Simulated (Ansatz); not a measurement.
Computed with Ansatz on PBE0-D4/def2-TZVP structures; ΔE is electronic, products minus reactants. CBS: MP2 limit from def2 TZ/QZ plus the TZ coupled-cluster correction, frozen cores. Functionals use def2-TZVPP. B3LYP here is the variant with VWN-RPA as its local correlation; programs differ in this. Each species was taken in one conformer, which may not be the lowest.

Consider the ligand exchange at the Si–O bond: `NB(Cl)O[SiH3]` + `F[SiH](F)S` → `F[SiH](F)S[SiH3]` + `NB(O)Cl`.

CCSD(T)/CBS gives +4.5 kcal/mol.

Question: Another level gave +5.9 kcal/mol. Which?
A. r2SCAN/def2-TZVPP
B. B3LYP/def2-TZVPP
C. PBE/def2-TZVPP
D. MP2/def2-TZVPP

Answer: B. B3LYP 5.9, MP2/def2-TZVPP 4.4, PBE 1.5, r2SCAN 3.3 kcal/mol.

Largest T1 diagnostic among the species: 0.012.

The D4 term adds −0.8 kcal/mol with B3LYP and −0.4 kcal/mol with PBE0; it sums over pairs of atoms, weighted by their polarisabilities, and B3LYP, whose exchange is more repulsive, gets the larger term. In def2-TZVPP, CCSD(T) changes the Hartree–Fock value by −3.7 kcal/mol (the triples alone add −0.7 kcal/mol) and MP2 by −4.5 kcal/mol.
